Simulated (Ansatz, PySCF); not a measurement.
Al(F)2(Et) (C₂H₅AlF₂), SMILES C[CH2][Al]([F])[F].

Geometry: B3LYP-D3(BJ)/def2-SVP. The structure was generated by enumeration; whether it is a known compound was not checked. The values are those of a single conformer.

Vertical ionisation energy (IE) and electron affinity (EA) in eV. Rows of orbital energies are one-electron estimates. Where ΔSCF, EOM or ADC give a negative EA the extra electron is unbound and the value depends on the basis.

| level | IE | EA |
|---|---|---|
| −ε(HOMO), −ε(LUMO), CAM-B3LYP/def2-TZVP (PySCF) | 9.95 | -0.23 |
| −ε(HOMO), −ε(LUMO), PBE/def2-TZVP (PySCF) | … | … |
| ΔSCF, CAM-B3LYP/def2-SVPD (Ansatz), final states of multiplicity 2 and 2 | 11.07 | -0.43 |
| ΔSCF, PBE/def2-SVPD (Ansatz), final states of multiplicity 2 and 2 | 10.59 | -0.23 |

Q: What belongs in the gaps? (The exact figures need the calculation; the answer reports its results.)

A: 
- −ε(HOMO), −ε(LUMO), PBE/def2-TZVP (PySCF), IE: 7.23
- −ε(HOMO), −ε(LUMO), PBE/def2-TZVP (PySCF), EA: 1.42

Q: What vertical singlet–triplet gap does ΔSCF give with CAM-B3LYP/def2-SVPD (Ansatz, an electronic-structure program) and with PBE/def2-SVPD (Ansatz)? (Estimate from the structure and the level; the computed values follow.)

A: 6.35 and 5.77 eV (triplet above singlet where positive).
